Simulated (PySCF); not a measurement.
Computed shifts of a molecule C3H7NSi, PySCF with PBE0/pcSseg-1, GIAO, gas phase, atoms alike by connectivity averaged where their shifts nearly agree, in ppm (number of nuclei): ²⁹Si: -57.5 (1). ¹⁵N: 89.8 (1). ¹³C: 155.4 (1), 116.2 (1), 63.3 (1). ¹H: 6.84 (1), 5.86 (1), 4.91 (3), 4.61 (1), 4.41 (1). References: ²⁹Si against TMS (σ = 352.7 ppm); ¹⁵N against NH3 (σ = 267.4 ppm); ¹³C against TMS (σ = 186.3 ppm); ¹H against TMS (σ = 31.56 ppm), references at their B3LYP-D3(BJ)/def2-TZVP geometries, non-relativistic. Coordinates come from a ωB97X-D3(BJ)/def2-SVP optimisation. Other conformers were not sampled.

Which structure fits?
A) C1=NCC[SiH2]1
B) [SiH3]N1C=CC1
C) C#C[C@H](N)[SiH3]
D) C[C@H]([SiH3])C#N

B, [SiH3]N1C=CC1
